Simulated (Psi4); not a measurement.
C4H9O (SMILES CC(C)(C)[O]), doublet, at a GFN2-xTB geometry; MP2/6-31G* run with Psi4 1.11.

Input for Psi4:
```
memory 2 GB

molecule {
0 2
C     1.10185095    0.08952401   -1.00660030
C     0.01772599   -0.03721019    0.14273398
C    -1.00138603   -1.09986115   -0.33556832
C    -0.65591332    1.35163878    0.26062417
O     0.67474315   -0.39270925    1.22380168
H     0.60190441    0.38294788   -1.92343626
H     1.83273200    0.83483806   -0.71033671
H     1.59232464   -0.87111037   -1.12521481
H    -1.45005469   -0.80729159   -1.28040919
H    -1.77800021   -1.19526956    0.41962203
H    -0.51269828   -2.06411339   -0.44549336
H     0.07364055    2.09659039    0.56636893
H    -1.10446738    1.64502156   -0.68401894
H    -1.42699176    1.29551237    1.02536770
}

set {
  basis 6-31g*
  reference uhf
}

energy('mp2')
print_variables()
```

Write the output that Psi4 gives for this input, abridged.


```
    SCF Algorithm Type (re)set to DF.

   => Loading Basis Set <=

    Name: 6-31G*
    Role: ORBITAL
    Keyword: BASIS

         ---------------------------------------------------------
                                   SCF
               by Justin Turney, Rob Parrish, Andy Simmonett
                          and Daniel G. A. Smith
                              UHF Reference
         ---------------------------------------------------------

  ==> Geometry <==

    Molecular point group: c1
    Full point group: C1

    Geometry (in Angstrom), charge = 0, multiplicity = 2:

       Center              X                  Y                   Z               Mass
    ------------   -----------------  -----------------  -----------------  -----------------
         C            1.072408994167     0.107382294480    -1.062971681704    12.000000000000
         C           -0.011715965833    -0.019351905520     0.086362598296    12.000000000000
         C           -1.030827985833    -1.082002865520    -0.391939701704    12.000000000000
         C           -0.685355275833     1.369497064480     0.204252788296    12.000000000000
         O            0.645301194167    -0.374850965520     1.167430298296    15.994914619570
         H            0.572462454167     0.400806164480    -1.979807641704     1.007825032230
         H            1.803290044167     0.852696344480    -0.766708091704     1.007825032230
         H            1.562882684167    -0.853252085520    -1.181586191704     1.007825032230
         H           -1.479496645833    -0.789433305520    -1.336780571704     1.007825032230
         H           -1.807442165833    -1.177411275520     0.363250648296     1.007825032230
         H           -0.542140235833    -2.046255105520    -0.501864741704     1.007825032230
         H            0.044198594167     2.114448674480     0.509997548296     1.007825032230
         H           -1.133909335833     1.662879844480    -0.740390321704     1.007825032230
         H           -1.456433715833     1.313370654480     0.968996318296     1.007825032230

  Running in c1 symmetry.

  Rotational constants: A =      0.16667  B =      0.16355  C =      0.15165 [cm^-1]
  Rotational constants: A =   4996.59851  B =   4903.07980  C =   4546.29298 [MHz]
  Nuclear repulsion =  190.154823208955690

  Charge       = 0
  Multiplicity = 2
  Electrons    = 41
  Nalpha       = 21
  Nbeta        = 20

  ==> Algorithm <==

  SCF Algorithm Type is DF.
  DIIS enabled.
  MOM disabled.
  Fractional occupation disabled.
  Guess Type is SAD.
  Energy threshold   = 1.00e-08
  Density threshold  = 1.00e-08
  Integral threshold = 1.00e-12

  ==> Primary Basis <==

  Basis Set: 6-31G*
    Blend: 6-31G*
    Number of shells: 48
    Number of basis functions: 93
    Number of Cartesian functions: 93
    Spherical Harmonics?: false
    Max angular momentum: 2

   => Loading Basis Set <=

    Name: (6-31G* AUX)
    Role: JKFIT
    Keyword: DF_BASIS_SCF

  ==> Integral Setup <==

  SCF_SUBTYPE=INCORE selected. In-core MEM_DF algorithm will be used.
  Using in-core AOs.

  ==> MemDFJK: Density-Fitted J/K Matrices <==

    J tasked:                   Yes
    K tasked:                   Yes
    wK tasked:                   No
    Algorithm:                 Core
    Schwarz Cutoff:           1E-12
    Mask sparsity (%):       0.1387
    Fitting Condition:        1E-10

   => Auxiliary Basis Set <=

  Basis Set: (6-31G* AUX)
    Blend: CC-PVDZ-JKFIT
    Number of shells: 201
    Number of basis functions: 630
    Number of Cartesian functions: 630
    Spherical Harmonics?: false
    Max angular momentum: 3

  Minimum eigenvalue in the overlap matrix is 3.2218114167E-03.
  Reciprocal condition number of the overlap matrix is 4.3531137023E-04.
    Using symmetric orthogonalization.

  ==> Pre-Iterations <==

  SCF Guess: Superposition of Atomic Densities via on-the-fly atomic UHF (no occupation information).

   -------------------------
    Irrep   Nso     Nmo
   -------------------------
     A         93      93
   -------------------------
    Total      93      93
   -------------------------

  ==> Iterations <==

                           Total Energy        Delta E     RMS |[F,P]|

   @DF-UHF iter SAD:  -230.46048372570010   -2.30460e+02   0.00000e+00
   @DF-UHF iter   1:  -231.32357759306632   -8.63094e-01   5.32732e-03 DIIS/ADIIS
   @DF-UHF iter   2:  -231.46846578620932   -1.44888e-01   3.26971e-03 DIIS/ADIIS
   @DF-UHF iter   3:  -231.50884682035863   -4.03810e-02   8.93451e-04 DIIS/ADIIS
   @DF-UHF iter   4:  -231.52247072969092   -1.36239e-02   5.81320e-04 DIIS/ADIIS
   @DF-UHF iter   5:  -231.52740004357031   -4.92931e-03   2.60523e-04 DIIS/ADIIS
   @DF-UHF iter   6:  -231.52907684121271   -1.67680e-03   7.67812e-05 DIIS
   @DF-UHF iter   7:  -231.52918342297750   -1.06582e-04   3.45328e-05 DIIS
   @DF-UHF iter   8:  -231.52920516127858   -2.17383e-05   1.85054e-05 DIIS
   @DF-UHF iter   9:  -231.52921182799929   -6.66672e-06   8.98567e-06 DIIS
   @DF-UHF iter  10:  -231.52921383163846   -2.00364e-06   3.90461e-06 DIIS
   @DF-UHF iter  11:  -231.52921423818134   -4.06543e-07   1.71552e-06 DIIS
   @DF-UHF iter  12:  -231.52921431912014   -8.09388e-08   7.63214e-07 DIIS
   @DF-UHF iter  13:  -231.52921433405146   -1.49313e-08   4.09053e-07 DIIS
   @DF-UHF iter  14:  -231.52921433819813   -4.14667e-09   2.26976e-07 DIIS
   @DF-UHF iter  15:  -231.52921433942385   -1.22571e-09   9.40363e-08 DIIS
   @DF-UHF iter  16:  -231.52921433963223   -2.08388e-10   2.84156e-08 DIIS
   @DF-UHF iter  17:  -231.52921433964630   -1.40687e-11   1.12146e-08 DIIS
   @DF-UHF iter  18:  -231.52921433964906   -2.75691e-12   4.84481e-09 DIIS
  Energy and wave function converged.

  ==> Post-Iterations <==

   @Spin Contamination Metric:   1.047434009E-02
   @S^2 Expected:                7.500000000E-01
   @S^2 Observed:                7.604743401E-01
   @S   Expected:                5.000000000E-01
   @S   Observed:                5.000000000E-01

    Orbital Energies [Eh]
    ---------------------

    Alpha Occupied:

[...]
    Alpha Virtual:

[...]
    Beta Occupied:

[...]
    Beta Virtual:

[...]
      93A      5.025000

    Final Occupation by Irrep:
              A
    DOCC [    20 ]
    SOCC [     1 ]
    NA   [    21 ]
    NB   [    20 ]

  @DF-UHF Final Energy:  -231.52921433964906

   => Energetics <=

    Nuclear Repulsion Energy =            190.1548232089556905
    One-Electron Energy =                -690.5804609027316019
    Two-Electron Energy =                 268.8964233541268527
    Total Energy =                       -231.5292143396490587

  UHF NO Occupations:
  HONO-2 :   19  A 1.9983573
  HONO-1 :   20  A 1.9973033
  HONO-0 :   21  A 1.0000000
  LUNO+0 :   22  A 0.0026967
  LUNO+1 :   23  A 0.0016427
  LUNO+2 :   24  A 0.0004061
  LUNO+3 :   25  A 0.0002842

Computation Completed

Properties will be evaluated at   0.000000,   0.000000,   0.000000 [a0]

Properties computed using the SCF density matrix

 Multipole Moments:

 ------------------------------------------------------------------------------------
     Multipole            Electronic (a.u.)      Nuclear  (a.u.)        Total (a.u.)
 ------------------------------------------------------------------------------------

 L = 1.  Multiply by 2.5417464519 to convert [e a0] to [Debye]
 Dipole X            :          2.0128311           -2.2811265           -0.2682954
 Dipole Y            :         -1.1958819            1.3836380            0.1877562
 Dipole Z            :          3.7510136           -4.3675854           -0.6165718
 Magnitude           :                                                    0.6981372

 ------------------------------------------------------------------------------------

  //>>>>>>>>>>>>>>>>>>>>>>>>>>>>>>>>>>>//
  //               DFMP2               //
  //<<<<<<<<<<<<<<<<<<<<<<<<<<<<<<<<<<<//

   => Loading Basis Set <=

    Name: (6-31G* AUX)
    Role: RIFIT
    Keyword: DF_BASIS_MP2

	 --------------------------------------------------------
	                          DF-MP2
	      2nd-Order Density-Fitted Moller-Plesset Theory

	        Rob Parrish, Justin Turney, Andy Simmonett,
	           Ed Hohenstein, and C. David Sherrill
	 --------------------------------------------------------

	 --------------------------------------------------------
	                 NBF =    93, NAUX =   406
	 --------------------------------------------------------
	   CLASS    FOCC     OCC    AOCC    AVIR     VIR    FVIR
	   ALPHA       0      21      21      72      72       0
	    BETA       0      20      20      73      73       0
	 --------------------------------------------------------

	-----------------------------------------------------------
	 ==================> DF-MP2 Energies <====================
	-----------------------------------------------------------
	 Reference Energy          =    -231.5292143396490587 [Eh]
	 Singles Energy            =      -0.0000000000000000 [Eh]
	 Same-Spin Energy          =      -0.1661846065998691 [Eh]
	 Opposite-Spin Energy      =      -0.5193091179539078 [Eh]
	 Correlation Energy        =      -0.6854937245537769 [Eh]
	 Total Energy              =    -232.2147080642028243 [Eh]
	-----------------------------------------------------------
	 ================> DF-SCS-MP2 Energies <==================
	-----------------------------------------------------------
	 SCS Same-Spin Scale       =       0.3333333333333333 [-]
	 SCS Opposite-Spin Scale   =       1.2000000000000000 [-]
	 SCS Same-Spin Energy      =      -0.0553948688666230 [Eh]
	 SCS Opposite-Spin Energy  =      -0.6231709415446893 [Eh]
	 SCS Correlation Energy    =      -0.6785658104113124 [Eh]
	 SCS Total Energy          =    -232.2077801500603584 [Eh]
	-----------------------------------------------------------

  Variable Map:
  ----------------------------------------------------------------------------
[...]
  Array Variable Map:
  ----------------------------------------------------------------------------
[...]
[...]
```
